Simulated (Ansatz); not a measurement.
Ideal-gas functions of C$_{2}$H$_{5}$GeO, SMILES `[CH]=[CH][GeH2][OH]` radical at 600 K and 1 bar, from an Ansatz frequency run at PBE0-D4/def2-TZVP.

Molar mass 117.67 g/mol, point group C1 (symmetry number 1), electronic degeneracy 2, moments of inertia 43.227, 166.773, 190.052 u Å². Harmonic wavenumbers (cm⁻¹, unscaled): 68, 177, 218, 264, 489, 568, 582, 679, 700, 785, 828, 846, 863, 944, 1126, 1656, 2150, 2177, 3048, 3240, 3896.

Use S(trans) = R[1.5 ln M + 2.5 ln T − 1.1517]; rotational temperatures θ = 24.2544 K / I; S(rot) = R[ln(√π/σ · √(T³/θAθBθC)) + 1.5]; for each mode x = 1.438777 ν̃/T, S = R[x/(eˣ − 1) − ln(1 − e⁻ˣ)] and H = RT x/(eˣ − 1); 1 cm⁻¹ = 0.0119627 kJ/mol; R = 8.31446 J/(mol·K).

Problem. By hand: the entropy, in J/(mol·K).

Solution. Translation 182.9. Rotation: θ = 0.5611, 0.1454, 0.1276 K, giving 116.0. Vibration, mode by mode: 23.40, 15.50, 13.80, 12.25, 7.45, 6.36, 6.19, 5.12, 4.92, 4.18, 3.86, 3.73, 3.61, 3.10, 2.20, 0.79, 0.30, 0.28, 0.05, 0.03, 0.01, in all 117.1. Electronic 5.8. Sum 421.8 J/(mol·K).

Problem. By hand: H − E and G − E in kJ/mol, counted from the electronic energy.

Solution. Zero-point energy ½ × 25304 × 0.0119627 = 151.4; thermal vibration 36.4; translation, rotation and pV give 4 RT = 20.0. H − E = 207.8 kJ/mol, and G − E = 207.8 − 600 × 421.8/1000 = -45.3 kJ/mol.

Vibration gives 28 % of the entropy, 23.4 J/(mol·K) of it from the mode under 150 cm⁻¹: soft modes count most, and the harmonic formula is weakest for them. The sum counts one conformer and one mirror image; others add a mixing term.
